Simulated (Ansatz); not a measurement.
RhH, multiplicity 3 (lowest of 2S+1 = 1, 3, 5 at CCSD(T)/def2-TZVPP on PBE0 minima; our sources give no spin for the ground state, which may be another), most abundant isotopes (102.9055 and 1.0078 u). Constants from fifth-degree fits in 1/R to seven points on the lowest solution found; no spin–orbit coupling, no relativity up to Kr; ω_e x_e and α_e move by some per cent with the fit.

Correlated levels freeze the inner cores; with def2 sets outer-core shells near the valence are correlated too. CBS: X⁻³ extrapolation of the correlation energy, Hartree–Fock from the larger set.

The values were computed with Ansatz (Gaussian basis) for Hartree–Fock, density functionals and correlated methods. Each number belongs to the level named beside it. In def2 rows elements past Kr take small-core potentials, without spin–orbit coupling.

```csv
level,r_e (Å),ω_e (cm⁻¹),ω_e x_e (cm⁻¹),α_e (cm⁻¹)
PBE/def2-TZVPP,1.5474,2043.7,37.8,0.213
"CCSD(T)/CBS(def2-TZVPP, def2-QZVPP)",1.5389,2014.0,37.2,0.220
```

Task: Derive the rotational constants, the centrifugal constant, the fundamental, the zero-point energy and the force constant.

Result: 
μ = 0.99805 u.
- PBE/def2-TZVPP: B_e = 16.8576/(μ r_e²) = 7.0538 cm⁻¹; B₀ = B_e − α_e/2 = 6.9471 cm⁻¹; D = 4B_e³/ω_e² = 3.36e-04 cm⁻¹; fundamental ω_e − 2ω_e x_e = 1968 cm⁻¹; zero-point energy ω_e/2 − ω_e x_e/4 = 1012 cm⁻¹; k = μ(2πcω_e)² = 246 N/m
- CCSD(T)/CBS(def2-TZVPP, def2-QZVPP): B_e = 16.8576/(μ r_e²) = 7.1324 cm⁻¹; B₀ = B_e − α_e/2 = 7.0224 cm⁻¹; D = 4B_e³/ω_e² = 3.58e-04 cm⁻¹; fundamental ω_e − 2ω_e x_e = 1940 cm⁻¹; zero-point energy ω_e/2 − ω_e x_e/4 = 998 cm⁻¹; k = μ(2πcω_e)² = 239 N/m

Ansatz is a first-principles code.
